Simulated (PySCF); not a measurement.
A side-by-side comparison of computed properties.

First species: C₄H₁₁NOSi.
InChI=1S/C4H11NOSi/c1-3-4-7(6)5-2/h3,5-7H,1,4H2,2H3/t7-/m1/s1

Second species: C5H7P.
Bonds: C1–C2 (double), C2–P3 (double), P3–C4, C4–C5, C5–C6, C4–C6. Hydrogens: H7, H8 on C1; H9 on C4; H10, H11 on C5; H12, H13 on C6.

Levels: CAM-B3LYP/def2-SVPD for dipole moment, HOMO energy, LUMO energy, HOMO–LUMO gap, static isotropic polarisability and electronic spatial extent ⟨r²⟩ about the centre of nuclear charge; TDDFT CAM-B3LYP/def2-SVPD for lowest singlet excitation; TDA CAM-B3LYP/def2-SVPD for lowest triplet excitation (Tamm–Dancoff); GFN2-xTB for rotational constant A and rotational constant C. Geometries: GFN2-xTB. All species are isolated and taken at one optimised geometry, non-relativistic unless stated; the electronic structure was computed with PySCF and density fitting.

The conformers computed, where there is a choice (atom-mapped SMILES and torsion angles):
- `[CH2:1]=[CH:2][CH2:3][Si@@H:4]([OH:5])[NH:6][CH3:7]`: C1–C2–C3–Si4 97°, C2–C3–Si4–O5 -54°, C3–Si4–N6–C7 -174°, H–O5–Si4–C3 48°
- `[CH2:1]=[C:2]=[P:3][CH:4]1[CH2:5][CH2:6]1`: C2–P3–C4–C5 146°

```tsv
property	column X	column Y
dipole moment	1.76 D	1.34 D
HOMO energy	-8.25 eV	-8.05 eV
LUMO energy	1.11 eV	-0.03 eV
HOMO–LUMO gap	9.36 eV	8.02 eV
lowest singlet excitation	6.17 eV	4.69 eV
lowest triplet excitation (Tamm–Dancoff)	4.35 eV	2.97 eV
static isotropic polarisability	85.9 au	89.0 au
electronic spatial extent ⟨r²⟩ about the centre of nuclear charge	1145 bohr²	870 bohr²
rotational constant A	3.513 GHz	8.166 GHz
rotational constant C	1.180 GHz	1.440 GHz
```

Problem. Which column belongs to which species?

Solution. Column X is the first species and column Y the second. The first has 18 atoms and 64 electrons, the second 13 and 52.

Problem. How does each property change from the first species to the second?

Solution. dipole moment -0.42 D; HOMO energy +0.20 eV; LUMO energy -1.14 eV; HOMO–LUMO gap -1.34 eV; lowest singlet excitation -1.48 eV; lowest triplet excitation (Tamm–Dancoff) -1.38 eV; static isotropic polarisability +3.1 au; electronic spatial extent ⟨r²⟩ about the centre of nuclear charge -275 bohr²; rotational constant A +4.653 GHz; rotational constant C +0.260 GHz.

On the first: No computed singlet falls in the visible range (750 to 380 nm, 1.65 to 3.26 eV); S1 lies 2.91 eV above its blue end. The vertical singlet–triplet gap S1 − T1 is 1.82 eV (TDDFT singlet less Tamm–Dancoff triplet; S1: HOMO→LUMO, weight 0.68; T1: HOMO−1→LUMO+1, weight 0.61).

On the second: The dipole equals about 4.5 × 10⁻³⁰ C·m (1 D = 3.33564 × 10⁻³⁰ C·m).
